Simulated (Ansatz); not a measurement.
Input and output for ZnSn₁₂⁺.

```yaml
crystal:
  periodic: [false, false, false]
  atoms:
    - {symbol: Zn, position_ang: [0.281539, -1.777703, -2.123298]}
    - {symbol: Sn, position_ang: [-0.001041, 0.005970, 0.007461]}
    - {symbol: Sn, position_ang: [-2.311817, -0.617365, 2.004367]}
    - {symbol: Sn, position_ang: [-0.569141, -2.983959, 0.560127]}
    - {symbol: Sn, position_ang: [0.855083, -1.071239, 2.804392]}
    - {symbol: Sn, position_ang: [-0.306250, 1.933112, 2.309269]}
    - {symbol: Sn, position_ang: [-2.475226, 1.898225, -0.121728]}
    - {symbol: Sn, position_ang: [-2.582125, -1.189197, -1.208434]}
    - {symbol: Sn, position_ang: [0.590437, 2.998787, -0.635885]}
    - {symbol: Sn, position_ang: [2.648641, 1.163815, 1.172632]}
    - {symbol: Sn, position_ang: [2.268628, 0.551528, -2.022120]}
    - {symbol: Sn, position_ang: [-0.827770, 0.995449, -2.804272]}
    - {symbol: Sn, position_ang: [2.429053, -1.907433, 0.057489]}
basis:
  gaussian: {orbitals: def2-TZVP, fitting: {mean_field: def2-universal-jkfit}}
total_charge: 1
magnetization: {spin_polarized: false, initial_magnetization: 1}
hamiltonian: {xc: {name: BHLYP}, dispersion: d4}
output: {forces: true}
```

```sh
$ ansatz run in.yaml --threads 2 --pin off --events-out ev --progress --plain --max-ram 22528MiB --backend cuda --devices 0, --max-vram 18GiB
```

It prints (some lines left out):

```
Functional definition: BHLYP
2880 factors; integrals over basis functions are off by at most 4.3e-1 eV
mean field evaluation 1: about -118370.3577 eV, gradient 6.5e1 eV
mean field evaluation 2: about -118370.3576 eV, gradient 6.5e1 eV
mean field evaluation 4: about -118379.8230 eV, gradient 9.5e0 eV
mean field evaluation 8: about -118380.0164 eV, gradient 5.6e-1 eV
mean field evaluation 16: about -118380.0206 eV, gradient 7.8e-3 eV
mean field evaluation 32: about -118379.2616 eV, gradient 4.2e0 eV
mean field -118380.02060801 eV, -4350.3855164845 hartree, gradient 5.4e-5 eV, S^2 0.750000; 4 other end points of the search recorded, 0 dependent functions left out
reference -118380.02082935 eV, -4350.3855246184 hartree; 147, 146 occupied and 501, 502 virtual orbitals, 2880 factors
Total energy: -118384.00349121 eV, -4350.5318847424 hartree
Atom 0 at     0.281539    -1.777703    -2.123298 Å, force     0.022170    -0.138499    -0.166253 eV/Å
Atom 1 at    -0.001041     0.005970     0.007461 Å, force    -0.015524     0.103497     0.120609 eV/Å
Atom 2 at    -2.311817    -0.617365     2.004367 Å, force     0.164293     0.041329    -0.145380 eV/Å
Atom 3 at    -0.569141    -2.983959     0.560127 Å, force     0.030414     0.230501     0.010159 eV/Å
Atom 4 at     0.855083    -1.071239     2.804392 Å, force    -0.060079     0.073493    -0.202130 eV/Å
Atom 5 at    -0.306250     1.933112     2.309269 Å, force     0.019008    -0.123458    -0.145527 eV/Å
Atom 6 at    -2.475226     1.898225    -0.121728 Å, force     0.176601    -0.138031     0.004750 eV/Å
Atom 7 at    -2.582125    -1.189197    -1.208434 Å, force     0.160466     0.114650     0.124267 eV/Å
Atom 8 at     0.590437     2.998787    -0.635885 Å, force    -0.041474    -0.217385     0.041003 eV/Å
Atom 9 at     2.648641     1.163815     1.172632 Å, force    -0.187841    -0.085821    -0.087409 eV/Å
Atom 10 at     2.268628     0.551528    -2.022120 Å, force    -0.151767     0.003679     0.176627 eV/Å
Atom 11 at    -0.827770     0.995449    -2.804272 Å, force     0.046873    -0.024989     0.226804 eV/Å
Atom 12 at     2.429053    -1.907433     0.057489 Å, force    -0.163140     0.161035     0.042481 eV/Å
Dipole moment:    -0.013218     0.083261     0.099546 e Å
```

Run time 13 s (2 threads of AMD EPYC 7R13 on a shared host and a share (18 GiB) of an NVIDIA H100 80GB HBM3), peak host memory 2.5 GiB.

In the def2 sets Sn takes a core potential; there is no spin–orbit coupling.

With spin_polarized false and unpaired electrons the run is restricted open-shell.

The dipole of an ion depends on the origin.
